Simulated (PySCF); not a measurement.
BGeH$_{5}$OSi, BGeH$_{9}$Si$_{2}$, B$_{2}$GeH$_{6}$O, CH$_{5}$BGe and others (calculated)

Calculation on a computer-drawn molecule: the log of a Hartree-Fock and frozen-core CCSD(T) single point meant for a local Hartree-Fock minimum, with one planted fault or none, to be diagnosed. Offsets are logged minus clean, where the clean run is the same molecule without the fault. The reference is restricted for singlets and unrestricted otherwise, and also for a bond in bohr or an excited solution. Adding or removing an electron swaps singlet and doublet. The excited solution moves the top pair (singlet) or top alpha electron (doublet) to the lowest empty orbital. Highest occupied and lowest empty are orbital energies over both spins, largest force is the largest gradient component, triples share is (T) over the correlation energy, the T1 limit is 0.02 restricted and 0.045 unrestricted, electrons count all cores, a negative frequency is imaginary (commonest isotopes), and the dipole is about the centre of nuclear charge; on germanium a core potential holds 10 electrons, which the energies leave out, and 3d is frozen in MP2 and coupled-cluster steps. Program: PySCF 2.14.0.

Common to all runs: meant charge 0; meant multiplicity 1; meant basis and core potential on germanium cc-pVDZ-PP ECP10MDF; logged SCF converged yes; possible faults no fault, one electron removed, one electron added, multiplicity raised by two, geometry at a saddle point, SCF held on an excited solution, minimal basis STO-3G, one bond length entered in bohr, all coordinates scaled.

(1) BGeH$_{5}$OSi

Logged structure:
```xyz
9
BGeH5OSi
B      2.2489    -1.4624    -0.9944
Ge     0.3244    -0.2456    -0.9084
O     -1.1597    -1.3358    -0.1900
Si    -1.9523    -2.9017    -0.5396
H      2.3278    -2.6559    -0.4596
H      3.3119    -0.9530    -1.5702
H     -0.1749     0.2932    -2.4181
H      0.4446     1.0624     0.1341
H     -0.9992    -3.3968    -1.8487
```

* meant basis: cc-pV(D+d)Z
* logged electrons: 64
* logged basis functions: 99
* logged spin squared: 0
* logged highest occupied: -8.8669 eV
* logged lowest empty: 0.8925 eV
* logged largest force: 0.054179 hartree/bohr
* logged T1 diagnostic: 0.021081
* logged D1 diagnostic: 0.07291
* logged triples share: 0.031117
* logged CC converged: yes
* logged dipole magnitude: 2.1309 debye
* logged SCF stable within its kind: yes
* logged energy HF: -684.68877 hartree
* logged energy CCSD(T): -685.21652 hartree
* planted fault: all coordinates scaled, by +9.5 %
* HF energy offset from clean run: 37.44 kcal/mol
* CCSD(T) energy offset from clean run: 26.34 kcal/mol

Drawn bonds:
```tsv
atom	other atom	order
1	2	1
2	3	1
3	4	1
1	5	1
1	6	1
2	7	1
2	8	1
4	9	1
```

Notes: T1 above single-reference limit.

(2) BGeH$_{5}$OSi

Logged structure:
```xyz
9
BGeH5OSi
B      2.0537    -1.3355    -0.9081
Ge     0.2963    -0.2243    -0.8296
O     -1.0591    -1.2199    -0.1735
Si    -1.7829    -2.6500    -0.4928
H      2.1258    -2.4255    -0.4198
H      3.0245    -0.8703    -1.4339
H     -0.1597     0.2678    -2.2083
H      0.4060     0.9702     0.1225
H     -0.9126    -3.1021    -1.6883
```

- meant basis: cc-pV(D+d)Z
- logged electrons: 63
- logged basis functions: 99
- logged spin squared: 0.7732
- logged highest occupied: -15.175 eV
- logged lowest empty: -6.6374 eV
- logged largest force: 0.073831 hartree/bohr
- logged T1 diagnostic: 0.025871
- logged D1 diagnostic: 0.11003
- logged triples share: 0.028969
- logged CC converged: yes
- logged dipole magnitude: 7.4578 debye
- logged SCF stable within its kind: yes
- logged energy HF: -684.47023 hartree
- logged energy CCSD(T): -684.95445 hartree
- planted fault: one electron removed
- HF energy offset from clean run: 174.6 kcal/mol
- CCSD(T) energy offset from clean run: 190.8 kcal/mol

Drawn bonds:
```tsv
atom	other atom	order
1	2	1
2	3	1
3	4	1
1	5	1
1	6	1
2	7	1
2	8	1
4	9	1
```

(3) BGeH$_{5}$OSi

Structure as in entry 2.

- meant basis: cc-pV(D+d)Z
- logged electrons: 64
- logged basis functions: 99
- logged spin squared: 0
- logged highest occupied: -8.572 eV
- logged lowest empty: 1.0285 eV
- logged largest force: 1.422e-05 hartree/bohr
- logged lowest frequency: 51.755 cm⁻¹
- logged T1 diagnostic: 0.016366
- logged D1 diagnostic: 0.052067
- logged triples share: 0.02611
- logged CC converged: yes
- logged dipole magnitude: 2.432 debye
- logged SCF stable within its kind: yes
- logged energy HF: -684.74844 hartree
- logged energy CCSD(T): -685.25851 hartree
- planted fault: no fault
- HF energy offset from clean run: 0 kcal/mol
- CCSD(T) energy offset from clean run: 0 kcal/mol

Drawn bonds:
```tsv
atom	other atom	order
1	2	1
2	3	1
3	4	1
1	5	1
1	6	1
2	7	1
2	8	1
4	9	1
```

(4) BGeH$_{9}$Si$_{2}$

Logged structure:
```xyz
13
BGeH9Si2
B      1.7311     0.4915     3.2481
Ge     0.1975    -0.6002     2.3599
Si     0.5122    -0.6794    -0.0398
Si     0.3339     1.4610    -1.0352
H      1.6583     1.6845     3.3376
H      2.7249    -0.0513     3.6400
H     -1.1771     0.0365     2.6241
H      0.1451    -2.0471     2.8755
H     -0.5060    -1.5847    -0.6299
H      1.8550    -1.2410    -0.3389
H     -1.0063     2.0380    -0.7713
H      1.3591     2.3680    -0.4619
H      0.5397     1.3798    -2.5016
```

- meant basis: cc-pV(D+d)Z
- logged electrons: 73
- logged basis functions: 128
- logged spin squared: 0.7848
- logged highest occupied: -15.518 eV
- logged lowest empty: -7.802 eV
- logged largest force: 0.063257 hartree/bohr
- logged T1 diagnostic: 0.021014
- logged D1 diagnostic: 0.10385
- logged triples share: 0.02712
- logged CC converged: yes
- logged dipole magnitude: 0.76394 debye
- logged SCF stable within its kind: yes
- logged energy HF: -900.81138 hartree
- logged energy CCSD(T): -901.27159 hartree
- planted fault: one electron removed
- HF energy offset from clean run: 205.2 kcal/mol
- CCSD(T) energy offset from clean run: 218.8 kcal/mol

Drawn bonds:
```tsv
atom	other atom	order
1	2	1
2	3	1
3	4	1
1	5	1
1	6	1
2	7	1
2	8	1
3	9	1
3	10	1
4	11	1
4	12	1
4	13	1
```

(5) BGeH$_{9}$Si$_{2}$

Structure as in entry 4.

- meant basis: cc-pV(D+d)Z
- logged electrons: 74
- logged basis functions: 128
- logged spin squared: 2.0234
- logged highest occupied: -7.2627 eV
- logged lowest empty: -1.7818 eV
- logged largest force: 0.04751 hartree/bohr
- logged T1 diagnostic: 0.017848
- logged D1 diagnostic: 0.084529
- logged triples share: 0.027479
- logged CC converged: yes
- logged dipole magnitude: 2.868 debye
- logged SCF stable within its kind: yes
- logged energy HF: -901.01859 hartree
- logged energy CCSD(T): -901.4935 hartree
- planted fault: multiplicity raised by two
- HF energy offset from clean run: 75.18 kcal/mol
- CCSD(T) energy offset from clean run: 79.55 kcal/mol

Drawn bonds:
```tsv
atom	other atom	order
1	2	1
2	3	1
3	4	1
1	5	1
1	6	1
2	7	1
2	8	1
3	9	1
3	10	1
4	11	1
4	12	1
4	13	1
```

(6) B$_{2}$GeH$_{6}$O

Logged structure:
```xyz
10
B2GeH6O
B      1.3780    -0.3104    -0.9164
Ge     0.1948     0.5545    -2.3874
B     -1.8118     0.7953    -1.8753
O      0.3825    -0.4508    -3.8686
H      1.9411    -1.3496    -1.1022
H      1.4976     0.2341     0.1455
H      0.7363     1.9688    -2.7050
H     -2.6980     0.3860    -2.5719
H     -2.1055     1.3731    -0.8661
H     -0.1757    -0.1988    -4.5894
```

- meant basis: cc-pVDZ
- logged electrons: 55
- logged basis functions: 95
- logged spin squared: 0.7932
- logged highest occupied: -16.451 eV
- logged lowest empty: -8.1623 eV
- logged largest force: 0.066835 hartree/bohr
- logged T1 diagnostic: 0.053967
- logged D1 diagnostic: 0.33443
- logged triples share: 0.028753
- logged CC converged: yes
- logged dipole magnitude: 4.0748 debye
- logged SCF stable within its kind: yes
- logged energy HF: -420.71766 hartree
- logged energy CCSD(T): -421.21478 hartree
- planted fault: one electron removed
- HF energy offset from clean run: 213.9 kcal/mol
- CCSD(T) energy offset from clean run: 222.2 kcal/mol

Drawn bonds:
```tsv
atom	other atom	order
1	2	1
2	3	1
2	4	1
1	5	1
1	6	1
2	7	1
3	8	1
3	9	1
4	10	1
```

Notes: T1 above single-reference limit.

(7) CH$_{5}$BGe

Logged structure:
```xyz
8
CH5BGe
B      2.2906    -0.1844    -0.8498
Ge     0.6518    -0.4350    -2.0547
C     -0.5717    -1.6659    -1.6786
H      3.1279     0.6379    -1.0824
H      2.4025    -0.8874     0.1120
H      0.4399     0.4223    -3.2982
H     -0.4690    -2.3017    -0.8065
H     -1.4541    -1.8359    -2.2844
```

* meant basis: cc-pVDZ
* logged electrons: 47
* logged basis functions: 76
* logged spin squared: 0.7564
* logged highest occupied: -17.041 eV
* logged lowest empty: -6.5768 eV
* logged largest force: 0.041633 hartree/bohr
* logged T1 diagnostic: 0.013068
* logged D1 diagnostic: 0.056954
* logged triples share: 0.023643
* logged CC converged: yes
* logged dipole magnitude: 0.72784 debye
* logged SCF stable within its kind: yes
* logged energy HF: -358.49377 hartree
* logged energy CCSD(T): -358.81316 hartree
* planted fault: one electron removed
* HF energy offset from clean run: 160 kcal/mol
* CCSD(T) energy offset from clean run: 196.7 kcal/mol

Drawn bonds:
```tsv
atom	other atom	order
1	2	1
2	3	2
1	4	1
1	5	1
2	6	1
3	7	1
3	8	1
```

(8) CH$_{5}$BGe

Structure as in entry 7.

* meant basis: cc-pVDZ
* logged electrons: 49
* logged basis functions: 76
* logged spin squared: 0.9579
* logged highest occupied: -1.0497 eV
* logged lowest empty: 7.7102 eV
* logged largest force: 0.053486 hartree/bohr
* logged T1 diagnostic: 0.034066
* logged D1 diagnostic: 0.14787
* logged triples share: 0.033207
* logged CC converged: yes
* logged dipole magnitude: 4.1426 debye
* logged SCF stable within its kind: yes
* logged energy HF: -358.75993 hartree
* logged energy CCSD(T): -359.14433 hartree
* planted fault: one electron added
* HF energy offset from clean run: -6.984 kcal/mol
* CCSD(T) energy offset from clean run: -11.12 kcal/mol

Drawn bonds:
```tsv
atom	other atom	order
1	2	1
2	3	2
1	4	1
1	5	1
2	6	1
3	7	1
3	8	1
```

(9) CH$_{5}$BGeO

Logged structure:
```xyz
9
CH5BGeO
B     -0.6463     1.6840     0.6491
Ge    -0.0247    -0.2030     0.8702
C      1.4324    -0.7501    -0.0929
O      2.1710    -0.0633    -0.9499
H     -1.5884     2.1232     1.2398
H     -0.0461     2.3983    -0.1073
H     -0.5700    -1.3199     1.7363
H      1.8094    -1.7649    -0.0080
H      1.8536     0.8266    -1.0350
```

- meant basis: cc-pVDZ
- logged electrons: 56
- logged basis functions: 90
- logged spin squared: 0
- logged highest occupied: -4.0417 eV
- logged lowest empty: -2.4222 eV
- logged largest force: 0.079634 hartree/bohr
- logged dipole magnitude: 2.9875 debye
- logged SCF stable within its kind: no
- logged energy HF: -433.36217 hartree
- planted fault: SCF held on an excited solution
- HF energy offset from clean run: 155.4 kcal/mol

Drawn bonds:
```tsv
atom	other atom	order
1	2	1
2	3	2
3	4	1
1	5	1
1	6	1
2	7	1
3	8	1
4	9	1
```

Notes: coupled-cluster numbers left out as unreliable.

(10) BGe$_{2}$H$_{4}$N

Logged structure:
```xyz
8
BGe2H4N
B      0.2611     2.3044    -0.6877
Ge    -1.6867     1.6413    -0.4111
N     -2.4900     0.7438    -1.5750
Ge    -3.4948     0.0397    -2.8764
H      0.8468     2.8707     0.1874
H      0.7833     2.1031    -1.7417
H     -3.0497     2.2076     2.0789
H     -3.1488    -1.4909    -2.5700
```

- meant basis: cc-pVDZ
- logged electrons: 80
- logged basis functions: 94
- logged spin squared: 1.5132
- logged highest occupied: -8.1457 eV
- logged lowest empty: 0.59717 eV
- logged largest force: 0.047377 hartree/bohr
- logged T1 diagnostic: 0.067394
- logged D1 diagnostic: 0.29613
- logged triples share: 0.045377
- logged CC converged: yes
- logged dipole magnitude: 1.2094 debye
- logged SCF stable within its kind: yes
- logged energy HF: -668.03972 hartree
- logged energy CCSD(T): -668.49872 hartree
- planted fault: one bond length entered in bohr, row 6 of the drawn bonds
- HF energy offset from clean run: 49.42 kcal/mol
- CCSD(T) energy offset from clean run: 68.6 kcal/mol

Drawn bonds:
```tsv
atom	other atom	order
1	2	1
2	3	2
3	4	1
1	5	1
1	6	1
2	7	1
4	8	1
```

Notes: T1 above single-reference limit.
